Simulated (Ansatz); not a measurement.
Ansatz (a quantum-chemistry and plane-wave program) input (B3LYP-D3(BJ)/def2-TZVP):

Ansatz 0.2 input:
```yaml
crystal:
  periodic: [false, false, false]
  atoms:
    - {symbol: B, position_ang: [0.13442600, -0.02025143, -0.04640595]}
    - {symbol: O, position_ang: [1.05408662, -0.25322034, -0.73417402]}
    - {symbol: Cl, position_ang: [-1.24901610, 0.30108709, 0.77565434]}
basis:
  gaussian:
    orbitals: def2-TZVP
hamiltonian:
  xc: b3lyp
  dispersion: d3bj
total_charge: -1
magnetization: {spin_polarized: true, initial_magnetization: 1}
relax: {f_tol: 0.002, max_steps: 150}
```

Output:

```
Functional definition: B3LYP
integrals: 0.02 GiB planned
583 factors; their error is unknown
mean field: 0.31 GiB planned
mean field evaluation 1: about -15246.1319 eV, gradient 2.2e1 eV
mean field evaluation 2: about -15236.1518 eV, gradient 5.6e1 eV
mean field evaluation 4: about -15248.2608 eV, gradient 1.9e0 eV
mean field evaluation 8: about -15248.2758 eV, gradient 4.4e-2 eV
mean field evaluation 16: about -15248.3114 eV, gradient 9.4e-5 eV
mean field -15248.31144293 eV, -560.3651098511 hartree, gradient 2.6e-5 eV, S^2 0.751140; 2 other end points of the search recorded, 0 dependent functions left out
the calculation of the forces begins
reference -15248.31163269 eV, -560.3651168244 hartree; 16, 15 occupied and 83, 84 virtual orbitals, 583 factors
relax step   1: F+E_penalty+E_count = -15248.39548228 eV  Δ(F+E_penalty+E_count) = +0.000e0 eV  max|allowed force component| = 3.845e0 eV/Å  Δτ_max = 0.0000 Å  (44 SCF iters, accepted)
these checks for a lower state are left out or cut short: starts, cluster_reference, orbital_swaps, neighbouring_geometries, increment
integrals: 0.02 GiB planned
583 factors; their error is unknown
mean field: 0.31 GiB planned
mean field evaluation 32: about -15248.7263 eV, gradient 2.1e-5 eV
mean field -15248.72632590 eV, -560.3803565189 hartree, gradient 2.1e-5 eV, S^2 0.751795; 0 other end points of the search recorded, 0 dependent functions left out
the calculation of the forces begins
reference -15248.72651753 eV, -560.3803635613 hartree; 16, 15 occupied and 83, 84 virtual orbitals, 583 factors
relax step   2: F+E_penalty+E_count = -15248.80935477 eV  Δ(F+E_penalty+E_count) = -4.139e-1 eV  max|allowed force component| = 3.180e0 eV/Å  Δτ_max = 0.0508 Å  (41 SCF iters, accepted)
these checks for a lower state are left out or cut short: starts, cluster_reference, orbital_swaps, neighbouring_geometries, increment
integrals: 0.02 GiB planned
583 factors; their error is unknown
mean field: 0.31 GiB planned
mean field -15249.33394001 eV, -560.4026859256 hartree, gradient 2.6e-5 eV, S^2 0.754534; 0 other end points of the search recorded, 0 dependent functions left out
the calculation of the forces begins
reference -15249.33413106 eV, -560.4026929466 hartree; 16, 15 occupied and 83, 84 virtual orbitals, 583 factors
relax step   3: F+E_penalty+E_count = -15249.41289626 eV  Δ(F+E_penalty+E_count) = -6.035e-1 eV  max|allowed force component| = 4.961e0 eV/Å  Δτ_max = 0.1964 Å  (39 SCF iters, accepted)
these checks for a lower state are left out or cut short: starts, cluster_reference, orbital_swaps, neighbouring_geometries, increment
integrals: 0.02 GiB planned
583 factors; their error is unknown
mean field: 0.31 GiB planned
mean field -15249.94255978 eV, -560.4250522896 hartree, gradient 1.2e-5 eV, S^2 0.753205; 0 other end points of the search recorded, 0 dependent functions left out
the calculation of the forces begins
reference -15249.94275030 eV, -560.4250592910 hartree; 16, 15 occupied and 83, 84 virtual orbitals, 583 factors
relax step   4: F+E_penalty+E_count = -15250.02551530 eV  Δ(F+E_penalty+E_count) = -6.126e-1 eV  max|allowed force component| = 1.425e0 eV/Å  Δτ_max = 0.1769 Å  (38 SCF iters, accepted)
these checks for a lower state are left out or cut short: starts, cluster_reference, orbital_swaps, neighbouring_geometries, increment
integrals: 0.02 GiB planned
583 factors; their error is unknown
mean field: 0.31 GiB planned
mean field -15250.06114948 eV, -560.4294103807 hartree, gradient 1.3e-5 eV, S^2 0.753655; 0 other end points of the search recorded, 0 dependent functions left out
the calculation of the forces begins
reference -15250.06133562 eV, -560.4294172214 hartree; 16, 15 occupied and 83, 84 virtual orbitals, 583 factors
relax step   5: F+E_penalty+E_count = -15250.14391702 eV  Δ(F+E_penalty+E_count) = -1.184e-1 eV  max|allowed force component| = 7.045e-1 eV/Å  Δτ_max = 0.0763 Å  (35 SCF iters, accepted)
these checks for a lower state are left out or cut short: starts, cluster_reference, orbital_swaps, neighbouring_geometries, increment
integrals: 0.02 GiB planned
583 factors; their error is unknown
mean field: 0.31 GiB planned
mean field evaluation 64: about -15250.0784 eV, gradient 2.4e-5 eV
mean field -15250.07835675 eV, -560.4300427362 hartree, gradient 2.4e-5 eV, S^2 0.753891; 0 other end points of the search recorded, 0 dependent functions left out
the calculation of the forces begins
reference -15250.07854165 eV, -560.4300495313 hartree; 16, 15 occupied and 83, 84 virtual orbitals, 583 factors
relax step   6: F+E_penalty+E_count = -15250.16105912 eV  Δ(F+E_penalty+E_count) = -1.714e-2 eV  max|allowed force component| = 1.695e-1 eV/Å  Δτ_max = 0.0479 Å  (35 SCF iters, accepted)
these checks for a lower state are left out or cut short: starts, cluster_reference, orbital_swaps, neighbouring_geometries, increment
integrals: 0.02 GiB planned
583 factors; their error is unknown
mean field: 0.31 GiB planned
mean field -15250.07934345 eV, -560.4300789968 hartree, gradient 1.3e-5 eV, S^2 0.753835; 0 other end points of the search recorded, 0 dependent functions left out
the calculation of the forces begins
reference -15250.07952861 eV, -560.4300858014 hartree; 16, 15 occupied and 83, 84 virtual orbitals, 583 factors
relax step   7: F+E_penalty+E_count = -15250.16189919 eV  Δ(F+E_penalty+E_count) = -8.401e-4 eV  max|allowed force component| = 9.741e-2 eV/Å  Δτ_max = 0.0176 Å  (33 SCF iters, accepted)
these checks for a lower state are left out or cut short: starts, cluster_reference, orbital_swaps, neighbouring_geometries, increment
integrals: 0.02 GiB planned
583 factors; their error is unknown
mean field: 0.31 GiB planned
mean field -15250.08006109 eV, -560.4301053695 hartree, gradient 2.5e-5 eV, S^2 0.753899; 0 other end points of the search recorded, 0 dependent functions left out
the calculation of the forces begins
reference -15250.08024623 eV, -560.4301121734 hartree; 16, 15 occupied and 83, 84 virtual orbitals, 583 factors
relax step   8: F+E_penalty+E_count = -15250.16252520 eV  Δ(F+E_penalty+E_count) = -6.260e-4 eV  max|allowed force component| = 1.514e-2 eV/Å  Δτ_max = 0.0075 Å  (34 SCF iters, accepted)
these checks for a lower state are left out or cut short: starts, cluster_reference, orbital_swaps, neighbouring_geometries, increment
integrals: 0.02 GiB planned
583 factors; their error is unknown
mean field: 0.31 GiB planned
mean field -15250.08005238 eV, -560.4301050496 hartree, gradient 4.8e-5 eV, S^2 0.753895; 0 other end points of the search recorded, 0 dependent functions left out
the calculation of the forces begins
reference -15250.08023751 eV, -560.4301118529 hartree; 16, 15 occupied and 83, 84 virtual orbitals, 583 factors
relax step   9: F+E_penalty+E_count = -15250.16253062 eV  Δ(F+E_penalty+E_count) = -5.415e-6 eV  max|allowed force component| = 5.873e-3 eV/Å  Δτ_max = 0.0007 Å  (24 SCF iters, accepted)
these checks for a lower state are left out or cut short: starts, cluster_reference, orbital_swaps, neighbouring_geometries, increment
integrals: 0.02 GiB planned
583 factors; their error is unknown
mean field: 0.31 GiB planned
mean field -15250.08004899 eV, -560.4301049249 hartree, gradient 3.1e-5 eV, S^2 0.753894; 0 other end points of the search recorded, 0 dependent functions left out
the calculation of the forces begins
reference -15250.08023412 eV, -560.4301117282 hartree; 16, 15 occupied and 83, 84 virtual orbitals, 583 factors
relax step  10: F+E_penalty+E_count = -15250.16253118 eV  Δ(F+E_penalty+E_count) = -5.574e-7 eV  max|allowed force component| = 1.046e-4 eV/Å  Δτ_max = 0.0002 Å  (23 SCF iters, accepted)
integrals: 0.02 GiB planned
583 factors; their error is unknown
mean field: 0.31 GiB planned
mean field evaluation 96: about -15243.2207 eV, gradient 4.3e1 eV
mean field -15250.08004899 eV, -560.4301049249 hartree, gradient 3.1e-5 eV, S^2 0.753894; 1 other end points of the search recorded, 0 dependent functions left out
the calculation of the forces begins
reference -15250.08023412 eV, -560.4301117282 hartree; 16, 15 occupied and 83, 84 virtual orbitals, 583 factors
Total energy: -15250.16271630 eV, -560.4331428926 hartree
Atom 0 at     0.460489    -0.034355     0.209764 Å, force    -0.000023     0.000018     0.000105 eV/Å
Atom 1 at     0.931136    -0.259793    -0.917571 Å, force    -0.000032    -0.000003    -0.000058 eV/Å
Atom 2 at    -1.452128     0.321763     0.702881 Å, force     0.000055    -0.000015    -0.000047 eV/Å
Dipole moment:    -0.494062     0.103485     0.211287 e Å
```
